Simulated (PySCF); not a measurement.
Ionisation energy of Nd⁺ by level of theory

Nd⁺ [Xe] 4f4 6s1 (high-spin determinant) → Nd²⁺ [Xe] 4f4 (high-spin determinant), as a difference of total energies. Calculation: PySCF 2.14, in cc-pVDZ-X2C (8s7p5d3f1g, 84 functions); the spin-free X2C one-electron Hamiltonian (Gaussian nucleus). Correlated levels: valence: [Kr] 4d10 frozen; valence and next inner shell: [Ar] 3d10 frozen. The calculations carry no spin-orbit coupling.

```csv
method,ionisation energy (eV),difference from reference (eV)
UHF,10.025,-0.758
LDA,11.155,+0.372
PBE,10.968,+0.185
PBE0,10.774,-0.009
r2SCAN,10.721,-0.062
BHandHLYP,10.671,-0.112
M06,10.412,-0.371
TPSS,10.665,-0.118
MP2 (valence),10.652,-0.131
SCS-MP2 (valence),10.486,-0.297
MP2 (valence and next inner shell),10.723,-0.060
SCS-MP2 (valence and next inner shell),10.554,-0.229
```

Reference: 10.783 ± 0.02 eV (semi-empirical (NIST evaluation); NIST Atomic Spectra Database, ionization energies).

Errors of the correlated levels include the incompleteness of this basis and the frozen core.

The determinant of Nd²⁺ and of Nd⁺ mixes LS terms, which raises its energy above the lowest term, most at the Hartree-Fock and MP2 levels.
